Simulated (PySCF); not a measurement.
AlBH₃ (calculated)

Computed with PySCF 2.14.0. Calculation on a computer-drawn molecule: vertical ionisation energy to the stated ion spin, frozen-core CCSD(T) at the basis limit and cheaper methods, single-reference cases, UHF for radicals, no spin-orbit; all values are single points at the evaluated structure, the first of each entry, which is the reference or a displaced copy of it and isn't optimised; the reference structure only sets the zero of the energies above reference; triples share is (T) over the correlation energy.

Common to all runs: charge 0; multiplicity 2; ion multiplicity 1; diffuse functions no; basis cc-pV(n+d)Z; reference is the Hartree-Fock double-zeta minimum; best is HF at quadruple zeta + MP2 correlation extrapolated from triple and quadruple zeta + CCSD(T) minus MP2 at triple zeta; basis step is the size of the change from the same recipe one zeta lower.

```json
{"entry": 1, "formula": "AlBH3", "evaluated_structure": {"atoms_angstrom": [["B", -0.8304, -1.291, 2.679], ["Al", -0.4479, -0.3788, 0.7979], ["H", -0.4138, -0.8235, 3.703], ["H", -1.5924, -2.2193, 2.7851], ["H", 0.7401, -0.7232, -0.2034]]}, "reference_structure": {"atoms_angstrom": [["B", -0.833, -1.2906, 2.681], ["Al", -0.4471, -0.3787, 0.7969], ["H", -0.4109, -0.8188, 3.7046], ["H", -1.5915, -2.2192, 2.7845], ["H", 0.7411, -0.722, -0.2052]]}, "given": {"drawn_bonds_atom": [1, 1, 1, 2], "drawn_bonds_other_atom": [2, 3, 4, 5], "drawn_bonds_order": [1, 1, 1, 1]}, "results": {"ionisation_energy_best [eV]": 7.443, "ionisation_energy_basis_step [eV]": 0.02786, "energy_above_reference_best [kcal/mol]": -0.01527, "energy_above_reference_basis_step [kcal/mol]": 0.002785, "triple_zeta_method": ["HF", "PBE", "r2SCAN", "B3LYP", "wB97X", "MP2", "CCSD", "CCSD(T)"], "triple_zeta_ionisation_energy [eV]": [7.065, 7.624, 7.72, 7.57, 7.402, 7.294, 7.379, 7.417], "triple_zeta_energy_above_reference [kcal/mol]": [-0.0016, -0.005269, -0.02087, -0.01903, -0.02141, -0.01839, -0.01054, -0.008051], "total_energy_HF_triple_zeta [hartree]": -268.2850, "total_energy_CCSD(T)_triple_zeta [hartree]": -268.4847, "total_energy_best [hartree]": -268.5064, "T1_diagnostic_at_triple_zeta": 0.03333, "D1_diagnostic_at_triple_zeta": 0.1221, "spin_squared_at_triple_zeta": 0.8098, "ion_T1_diagnostic_at_triple_zeta": 0.01174, "ion_D1_diagnostic_at_triple_zeta": 0.02406, "triples_share_at_triple_zeta": 0.03067, "basis_functions_triple_zeta": 111, "dipole_magnitude_HF_at_triple_zeta [debye]": 0.2516, "dipole_magnitude_CCSD_unrelaxed_at_triple_zeta [debye]": 0.7423, "dipole_magnitude_PBE_at_triple_zeta [debye]": 1.245, "dipole_magnitude_r2SCAN_at_triple_zeta [debye]": 1.123, "dipole_magnitude_B3LYP_at_triple_zeta [debye]": 1.019, "dipole_magnitude_wB97X_at_triple_zeta [debye]": 0.6291}}
{"entry": 2, "formula": "AlBH3", "evaluated_structure": {"atoms_angstrom": [["B", -0.8304, -1.291, 2.679], ["Al", -0.4479, -0.3788, 0.7979], ["H", -0.4138, -0.8235, 3.703], ["H", -1.5924, -2.2193, 2.7851], ["H", 0.7117, -0.715, -0.1795]]}, "reference_structure": {"atoms_angstrom": [["B", -0.833, -1.2906, 2.681], ["Al", -0.4471, -0.3787, 0.7969], ["H", -0.4109, -0.8188, 3.7046], ["H", -1.5915, -2.2192, 2.7845], ["H", 0.7411, -0.722, -0.2052]]}, "given": {"drawn_bonds_atom": [1, 1, 1, 2], "drawn_bonds_other_atom": [2, 3, 4, 5], "drawn_bonds_order": [1, 1, 1, 1]}, "results": {"ionisation_energy_best [eV]": 7.429, "ionisation_energy_basis_step [eV]": 0.02803, "energy_above_reference_best [kcal/mol]": 0.2385, "energy_above_reference_basis_step [kcal/mol]": 0.01561, "triple_zeta_method": ["HF", "PBE", "r2SCAN", "B3LYP", "wB97X", "MP2", "CCSD", "CCSD(T)"], "triple_zeta_ionisation_energy [eV]": [7.046, 7.612, 7.707, 7.557, 7.386, 7.279, 7.365, 7.402], "triple_zeta_energy_above_reference [kcal/mol]": [0.2107, 0.4118, 0.2624, 0.2268, 0.2057, 0.1537, 0.2366, 0.2563], "total_energy_HF_triple_zeta [hartree]": -268.2847, "total_energy_CCSD(T)_triple_zeta [hartree]": -268.4843, "total_energy_best [hartree]": -268.5060, "T1_diagnostic_at_triple_zeta": 0.03323, "D1_diagnostic_at_triple_zeta": 0.1218, "spin_squared_at_triple_zeta": 0.8097, "ion_T1_diagnostic_at_triple_zeta": 0.01151, "ion_D1_diagnostic_at_triple_zeta": 0.02326, "triples_share_at_triple_zeta": 0.03055, "basis_functions_triple_zeta": 111, "dipole_magnitude_HF_at_triple_zeta [debye]": 0.3019, "dipole_magnitude_CCSD_unrelaxed_at_triple_zeta [debye]": 0.7934, "dipole_magnitude_PBE_at_triple_zeta [debye]": 1.293, "dipole_magnitude_r2SCAN_at_triple_zeta [debye]": 1.173, "dipole_magnitude_B3LYP_at_triple_zeta [debye]": 1.07, "dipole_magnitude_wB97X_at_triple_zeta [debye]": 0.6875}}
{"entry": 3, "formula": "AlBH3", "evaluated_structure": {"atoms_angstrom": [["B", -0.8593, -1.3276, 2.6512], ["Al", -0.4911, -0.3947, 0.7753], ["H", -0.4554, -0.8426, 3.674], ["H", -1.5916, -2.2045, 2.7432], ["H", 0.7335, -0.7137, -0.1824]]}, "reference_structure": {"atoms_angstrom": [["B", -0.833, -1.2906, 2.681], ["Al", -0.4471, -0.3787, 0.7969], ["H", -0.4109, -0.8188, 3.7046], ["H", -1.5915, -2.2192, 2.7845], ["H", 0.7411, -0.722, -0.2052]]}, "given": {"drawn_bonds_atom": [1, 1, 1, 2], "drawn_bonds_other_atom": [2, 3, 4, 5], "drawn_bonds_order": [1, 1, 1, 1]}, "results": {"ionisation_energy_best [eV]": 7.462, "ionisation_energy_basis_step [eV]": 0.02815, "energy_above_reference_best [kcal/mol]": 0.8, "energy_above_reference_basis_step [kcal/mol]": 0.0319, "triple_zeta_method": ["HF", "PBE", "r2SCAN", "B3LYP", "wB97X", "MP2", "CCSD", "CCSD(T)"], "triple_zeta_ionisation_energy [eV]": [7.089, 7.643, 7.74, 7.591, 7.424, 7.315, 7.398, 7.435], "triple_zeta_energy_above_reference [kcal/mol]": [0.6701, 1.14, 0.8807, 0.7173, 0.8277, 0.7078, 0.8222, 0.8693], "total_energy_HF_triple_zeta [hartree]": -268.2839, "total_energy_CCSD(T)_triple_zeta [hartree]": -268.4833, "total_energy_best [hartree]": -268.5051, "T1_diagnostic_at_triple_zeta": 0.033, "D1_diagnostic_at_triple_zeta": 0.1205, "spin_squared_at_triple_zeta": 0.8115, "ion_T1_diagnostic_at_triple_zeta": 0.01169, "ion_D1_diagnostic_at_triple_zeta": 0.02411, "triples_share_at_triple_zeta": 0.03036, "basis_functions_triple_zeta": 111, "dipole_magnitude_HF_at_triple_zeta [debye]": 0.2418, "dipole_magnitude_CCSD_unrelaxed_at_triple_zeta [debye]": 0.6974, "dipole_magnitude_PBE_at_triple_zeta [debye]": 1.195, "dipole_magnitude_r2SCAN_at_triple_zeta [debye]": 1.074, "dipole_magnitude_B3LYP_at_triple_zeta [debye]": 0.9729, "dipole_magnitude_wB97X_at_triple_zeta [debye]": 0.5827}}
```
